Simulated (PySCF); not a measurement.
Working out the ionisation energy of P²⁺

P²⁺ [Ne] 3s2 3p1 (2P) → P³⁺ [Ne] 3s2 (1S). All numbers are calculated (PySCF 2.14, no relativity, point nucleus, in dyall-av2z (13s9p2d, 50 functions)). Frozen: [Ne]; the 16 highest virtual orbitals dropped. Energies in hartree (1 hartree = 27.21139 eV):

```tsv
part	P²⁺ (lower)	P³⁺ (upper)
UHF	-339.640394	-338.556166
CCSD correlation	-0.059174	-0.048374
(T)	-0.000659	0.000000
```

Task: What does Hartree-Fock give?

Result: (-338.556166) − (-339.640394) = 1.084228 hartree = 29.503 eV.

Task: What do CCSD and CCSD(T) give?

Result: The CCSD correlation energies differ by 0.010800 hartree = 0.294 eV and the triples by 0.000659 hartree = 0.018 eV, so CCSD gives 29.797 eV and CCSD(T) 29.815 eV.

A first-order spin-orbit estimate adds 0.040 eV to CCSD(T) (valence), giving 29.855 eV against 30.203 eV (measured; NIST Atomic Spectra Database, ionization energies).

A double-zeta basis recovers only part of the correlation energy.

What remains against the reference includes basis incompleteness, the frozen core and higher excitations.
